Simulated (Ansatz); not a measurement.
Gas-phase electronic energies from Ansatz, PBE0-D4/def2-TZVP geometries. CCSD(T)/CBS adds triple-zeta CCSD(T) − MP2 to the extrapolated MP2 energy (def2 sets, frozen cores). This one scheme is used for every species. def2 core potentials past Kr. For W outer-core shells are correlated without core-valence functions, which leaves a few kJ/mol of doubt a bond. Each species was taken in one conformer, which may not be the lowest.

`C[O][W]([F])(=[S])=[S]` + H₂O → `[OH][W]([F])(=[S])=[S]` + CH₃OH  (formal hydrolysis of a W–O bond)

```json
{"species": "`C[O][W]([F])(=[S])=[S]`", "CCSD(T)/CBS(def2) energy (Eh)": "-1077.50630"}
{"species": "H₂O", "CCSD(T)/CBS(def2) energy (Eh)": "-76.37941"}
{"species": "`[OH][W]([F])(=[S])=[S]`", "CCSD(T)/CBS(def2) energy (Eh)": "-1038.26045"}
{"species": "CH₃OH", "CCSD(T)/CBS(def2) energy (Eh)": "-115.61712"}
```

Q: Work out ΔE.

A: ΔE = (-1038.26045) + (-115.61712) − (-1077.50630) − (-76.37941) = 0.00814 Eh = +0.22 eV.

Largest T1 diagnostic among the species: 0.022, so the coupled-cluster value is less sure than usual.

Leaving LDA and LC-ωPBE aside and taking each functional with its dispersion term where it has one, the values, not all of them listed here, spread over 0.06 eV, from ωB97M-V to BLYP-D4. LDA lies +0.04 eV from PBE without D4. The D4 term adds +0.07 eV with B3LYP and +0.04 eV with PBE0; it sums over pairs of atoms, weighted by their polarisabilities, and B3LYP, whose exchange is more repulsive, gets the larger term.

B3LYP here is the variant with VWN-RPA as its local correlation; programs differ in this.
